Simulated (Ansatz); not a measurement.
Job for Ansatz (a program for electronic structure): R-PBE/def2-TZVPPD on HF (SMILES F) with ghost functions. Files ending in .json are basis or fitting sets from the Basis Set Exchange.

Ansatz 0.2 input:
```yaml
crystal:
  periodic: [false, false, false]
  atoms:
    - {symbol: F, position_ang: [0.39188062, -0.76984146, -0.41880109]}
    - {symbol: H, position_ang: [0.33146659, -0.43536347, 0.45414705]}
basis:
  gaussian:
    orbitals: def2-TZVPPD.json
    ghost_atoms:
      - {symbol: As, position_ang: [0.17899529, 0.42188609, 2.68506336]}
      - {symbol: H, position_ang: [1.35570265, 1.08068204, 3.38148967]}
      - {symbol: H, position_ang: [-0.17153720, -0.45907138, 3.87026333]}
      - {symbol: H, position_ang: [-0.80157428, 1.51570157, 3.06677749]}
hamiltonian:
  xc: {name: PBE}
scf: {lower_state_search: off}
```

Program output:

```
Functional definition: PBE
[...]
these checks for a lower state are left out or cut short: stability, starts, cluster_reference, orbital_swaps, neighbouring_geometries, increment
integrals: 0.06 GiB planned
811 factors; their error is unknown
mean field: 0.46 GiB planned
mean field evaluation 1: about -2730.2659 eV, gradient 3.5e1 eV
mean field evaluation 2: about -2723.9394 eV, gradient 7.6e1 eV
mean field evaluation 4: about -2731.9337 eV, gradient 5.0e-1 eV
mean field evaluation 8: about -2731.9328 eV, gradient 1.2e-1 eV
mean field -2731.93281147 eV, -100.3966790509 hartree, gradient 2.8e-6 eV, S^2 0.000000; 0 other end points of the search recorded, 0 dependent functions left out
reference -2731.93284760 eV, -100.3966803787 hartree; 5, 5 occupied and 157, 157 virtual orbitals, 811 factors
Total energy: -2731.93284760 eV, -100.3966803787 hartree
Checks for a lower state left out: stability, starts, cluster_reference, orbital_swaps, neighbouring_geometries, increment
```

Self-consistency was reached.

Cost: very roughly 0.7 core-seconds.
